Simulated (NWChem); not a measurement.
System: C$_{2}$H$_{3}$BFN; SMILES C#CB(N)F

```xyz
8

C      0.0359     2.2894     0.0000
C      0.0443     1.0734     0.0000
B      0.0389    -0.4683     0.0000
N     -1.1528    -1.1919     0.0000
F      1.2026    -1.1305     0.0000
H      0.0375     3.3648     0.0000
H     -2.0603    -0.7490     0.0000
H     -1.1696    -2.2035     0.0000
```
Atoms are numbered in this order, from 1.

Results from NWChem. Pople sets run with spherical d functions. Coordinates come from a PBE0/def2-SVP optimisation. Atomic charges in e: unrestrained fits to the electrostatic potential beside Mulliken populations; buried atoms are poorly determined by the fit.

For level B3LYP/def2-SVP:

| Quantity | Result |
|---|---|
| Mulliken C1 | -0.14 |
| Mulliken C2 | 0.11 |
| ESP B3 | 0.73 |
| Mulliken B3 | -0.06 |
| ESP N4 | -0.86 |
| Mulliken N4 | -0.07 |
| Mulliken F5 | -0.12 |

Problem. Estimate the same quantities for level Hartree-Fock/6-31G*.

Solution. The Mulliken C1 is -0.29 and the Mulliken C2 comes out as -0.21. The ESP B3 is 0.98. The Mulliken B3 is 0.79. The ESP N4 is -1.11 and the Mulliken N4 is -0.95. The Mulliken F5 comes out as -0.40.
